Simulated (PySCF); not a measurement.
**Multinuclear NMR of C₇H₉OP**

Geometry (Å), atoms numbered from 1 in this order:
```xyz
18

C     3.320    0.526   -0.367
O     2.091    0.246   -0.982
C     1.000    0.169   -0.173
C    -0.190   -0.119   -0.831
C    -1.424   -0.253   -0.220
C    -2.622   -0.598   -1.054
C    -1.566   -0.103    1.159
C    -0.521    0.189    2.002
P     1.137    0.421    1.557
H     4.066    0.532   -1.160
H     3.574   -0.240    0.375
H     3.299    1.503    0.131
H    -0.119   -0.246   -1.903
H    -3.536   -0.223   -0.599
H    -2.711   -1.681   -1.144
H    -2.529   -0.186   -2.056
H    -2.553   -0.222    1.586
H    -0.725    0.290    3.061
```

[PySCF 2.14: GIAO PBE0/pcSseg-1 shieldings; structure optimised with GFN2-xTB; rapidly exchanging positions averaged; a single conformation; isolated molecule; non-relativistic]

Question: What are the $^{31}$P shifts?

Answer: 
```json
{"atoms": "P9", "environment": "phosphorus bonded to 2 C, in a 6-membered ring", "σ (ppm)": "187.4", "δ (ppm)": "114.8"}
```

Shieldings were converted by a linear fit to measured shifts: $^{31}$P: δ = 270.09 − 0.828σ (rms 18.1 ppm, 64 shifts vs H3PO4, solution or neat liquid). Occasional misses reach two or three times the rms, and more in compound classes unlike the fitted ones.

On a 500 MHz spectrometer $^{31}$P resonates near 202.4 MHz, so 1 ppm is 202.4 Hz.

Question: What are the $^{17}$O shifts?

Answer: 
```
atoms   environment  σ (ppm)  δ (ppm)
   O2  ether oxygen    180.2    102.6
```

Shieldings were converted by a linear fit to measured shifts: $^{17}$O (scatter 10.7 ppm rms, 12.2 ppm with the 3 outliers that the fit left out vs liquid water, solution or neat liquid). A few per cent of atoms miss by over 2 rms, more outside the fitted compound classes.

On a 400 MHz spectrometer $^{17}$O resonates near 54.2 MHz, so 1 ppm is 54.2 Hz.
